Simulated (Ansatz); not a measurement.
H8N2OSi2 can be A, `N[SiH2][SiH](N)O`, or B, `N[Si](N)(O)[SiH3]`.

Gas-phase electronic energies from Ansatz, PBE0-D4/def2-TZVP geometries. CCSD(T)/CBS adds triple-zeta CCSD(T) − MP2 to the extrapolated MP2 energy (def2 sets, frozen cores). DFT in def2-TZVPP. B3LYP here is the variant with VWN-RPA as its local correlation; programs differ in this. One conformer a species, not always the lowest.

Problem. Which is lower in electronic energy at CCSD(T)/CBS, and by how much? (Estimate.)

Solution. Computed: B, by 7.8 kcal/mol.

Problem. Give E(B) − E(A) in kcal/mol with MP2/def2-TZVPP, HF/def2-TZVPP, r2SCAN-D4, B3LYP-D4, PBE0-D4, B3LYP, CCSD(T)/def2-TZVPP. (Estimate.)

Solution. The calculation gave: MP2/def2-TZVPP -7.8, HF/def2-TZVPP -7.2, r2SCAN-D4 -8.4, B3LYP-D4 -7.6, PBE0-D4 -7.9, B3LYP -7.1, CCSD(T)/def2-TZVPP -8.2. None reverses the order clearly.

Largest T1 diagnostic: 0.012.
